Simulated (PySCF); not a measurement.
# How the method changes the shape and vibrations of AlFHO2 anion

Calculated results; nothing here was measured. The program is PySCF 2.14.0, an open-source quantum chemistry code, run on an isolated molecule that a program drew, which may never have been made. The molecule is AlFHO2 anion (charge -1, singlet), drawn as the SMILES string `[O-][Al]([OH])[F]`.

The geometry was optimised and harmonic frequencies were computed with HF and MP2, all in the aug-cc-pV(D+d)Z basis, for the commonest isotopes, with a restricted reference for singlets and an unrestricted one otherwise, and a frozen core in MP2. Each result is a local minimum of its method.

Geometry at the HF minimum:
```xyz
5
AlFHO2 anion, angstrom
O     0.6741    0.6708   -2.2968
Al   -0.3272    0.4784   -1.0439
O    -1.9362   -0.1869   -1.0842
F    -0.0660    0.8649    0.5700
H    -2.2018   -0.4459   -1.9493
```

Lengths of the bonds as drawn, in Å (atoms numbered as above):
```
  bond     HF    MP2
O1-Al2  1.615  1.668
Al2-O3  1.742  1.781
Al2-F4  1.680  1.715
 O3-H5  0.941  0.966
```

Rotational constants, in GHz:
```
constant,HF,MP2
A,7.363,7.181
B,6.41,5.996
C,3.427,3.268
```

Harmonic frequencies in cm^-1, each column in rising order, so a row needn't be the same motion in every method:
| rank | HF | MP2 |
|---|---|---|
| 1 | 265 | 239 |
| 2 | 301 | 269 |
| 3 | 339 | 304 |
| 4 | 454 | 423 |
| 5 | 676 | 615 |
| 6 | 770 | 712 |
| 7 | 831 | ? |
| 8 | 1089 | 959 |
| 9 | 4207 | 3866 |

**Estimate the missing MP2 frequency from the HF column.**

A single factor s that minimises the squared misfit of MP2 against s times HF over the other rows is sum(HF x MP2) / sum(HF^2) = 0.9165, with an rms misfit of 15 cm^-1. For rank 7 it gives 0.9165 x 831 = 762 cm^-1. The calculation gives 794 cm^-1, 32 cm^-1 above the estimate. The drawn bonds are on average 2.6 % longer in MP2 than in HF.
